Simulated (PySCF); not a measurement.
Gas-phase reaction: 3 GeHCl3 + 2 C2H2 (acetylene) → Ge2H6 + GeHCl + 4 CCl2

Computed with PySCF and rigid-rotor harmonic-oscillator thermochemistry at 1 bar. † marks an energy on the PBE0/def2-TZVP geometry and frequencies; other levels use their own. MP2 and CCSD(T) freeze the core. 6-31G* has spherical d functions here. All species are closed-shell singlets. B3LYP is the form with VWN-RPA correlation. Ge: all electrons, no relativistic terms. GeHCl: computed as isolated molecules; such fragments, hydroxides, amides, oligomers or adducts are transient or little studied in the gas. MP2 isn't extrapolated to the basis-set limit; its ΔH°(298 K) is 1920.6 kJ in def2-SVP and 1889.6 kJ in def2-TZVPP. CCSD(T) isn't extrapolated to the basis-set limit; its ΔH°(298 K) is 1765.2 kJ in def2-SVP and 1746.4 kJ in def2-TZVPP. The harmonic model lacks anharmonicity and excited electronic states, which grow with temperature; levels with a mode under 35 cm⁻¹ are left out. Internal rotation in Ge2H6 is treated as a harmonic vibration of one conformer, which makes the entropy rough. Warning, large T1 diagnostic: CCl2 (CCSD(T)/def2-TZVPP†).

```csv
level,"ΔE electronic, kJ","ΔH°(298 K), kJ","ΔS°(298 K), J/K","ΔG°(800 K), kJ"
B3LYP/6-31G*,1699,1643,232,1462
B3LYP/def2-TZVP†,1718,1663,234,1481
BLYP/def2-TZVP†,1613,1559,234,1377
CCSD(T)/def2-TZVPP†,1801,1746,234,1564
M06-2X/def2-TZVP†,1896,1842,234,1660
MP2/def2-SVP†,1975,1921,234,1738
PBE0/def2-QZVP†,1752,1698,234,1516
r2SCAN/def2-TZVP†,1755,1701,234,1519
LDA/def2-TZVP†,1707,1653,234,1471
ωB97M-V/def2-TZVP†,1775,1721,234,1539
ωB97X-V/def2-TZVP†,1793,1739,234,1557
```
ΔH° is lowest at BLYP/def2-TZVP† and highest at MP2/def2-SVP†. No reference value is set beside these.
